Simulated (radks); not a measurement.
Question: All-electron atom: Ne V in [He] 2s1.75 2p2 3s0.25 (fractional occupations, a model configuration). All-electron calculation, non-relativistic Kohn-Sham, B86b exchange with PBE correlation, spin-unpolarised, spherical densities, point nucleus. Program: a radial shooting solver on a logarithmic mesh with Libxc functionals. Some entries of the table are withheld. Estimate them.

orbital,occ.,eigenvalue (eV),<r> (bohr)
1s,2,-957.3889,0.1577
2s,1.75,-134.2516,0.7595
2p,2,-112.8848,0.6999
3s,0.25,-43.1764,2.075
3p,0,(1),(2)
3d,0,-31.4738,2.061

Answer: 
(1) 3p eigenvalue (eV): -37.7385
(2) 3p <r> (bohr): 2.142
